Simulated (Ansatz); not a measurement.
Relaxation of CH$_{7}$BSSi$_{2}$ (12 atoms, charge 0, multiplicity 1), to a largest force component of 0.015 eV/Å in at most 40 steps.

Method: Ansatz 0.2.0, RKS CAM-B3LYP-D4/6-31G.

```xyz
12
Properties=species:S:1:pos:R:3
Si -1.681 -0.608 -0.081
B 0.044 0.241 -0.150
Si 1.451 -0.655 0.783
C 0.440 1.591 -0.922
S 1.858 2.028 -0.839
H -2.674 0.400 0.515
H -2.136 -0.875 -1.459
H -1.648 -1.781 0.698
H 1.146 -0.731 2.266
H 2.736 0.102 0.660
H 1.643 -2.009 0.267
H -0.250 2.120 -1.480
```

Task: Where does it end, and by what steps?

Result: It converged. Limits of this set-up: no polarisation functions. After 19 steps the energy has fallen by 1.982 eV; S5 moved furthest, 1.70 Å. The start is strongly strained (largest force component 10 eV/Å).

| step | energy less start (eV) | largest force component (eV/Å) | accepted |
| --- | --- | --- | --- |
| 0 | 0.0000 | 10.282 | yes |
| 1 | -1.2463 | 3.679 | yes |
| 2 | -1.5707 | 0.704 | yes |
| 3 | -1.6360 | 0.603 | yes |
| 4 | -1.6563 | 0.815 | yes |
| 5 | -1.7285 | 0.613 | yes |
| 6 | -1.8002 | 0.458 | yes |
| 7 | -1.8621 | 0.346 | yes |
| 8 | -1.9119 | 0.216 | yes |
| 9 | -1.9392 | 0.274 | yes |
| 10 | -1.9693 | 0.219 | yes |
| 11 | -1.9798 | 0.022 | yes |
| 12 | -1.9812 | 0.032 | yes |
| 13 | -1.9694 | 0.426 | no |
| 14 | -1.9814 | 0.050 | yes |
| 15 | -1.9814 | 0.038 | yes |
| 16 | -1.9814 | 0.038 | yes |
| 17 | -1.9813 | 0.035 | no |
| 18 | -1.9815 | 0.017 | yes |
| 19 | -1.9816 | 0.002 | yes |

```xyz
12
Properties=species:S:1:pos:R:3
Si -1.765 -0.389 0.011
B 0.170 0.201 -0.204
Si 1.657 -0.796 0.750
C 0.472 1.403 -1.072
S 0.508 2.836 -0.181
H -2.576 0.747 0.555
H -2.319 -0.757 -1.338
H -1.909 -1.574 0.915
H 1.328 -0.947 2.204
H 2.995 -0.138 0.610
H 1.732 -2.175 0.156
H 0.637 1.413 -2.148
```

The run took 3.2 min on 1 thread of Intel(R) Xeon(R) Processor @ 2.70GHz, on a shared host, peak memory 0.22 GiB.
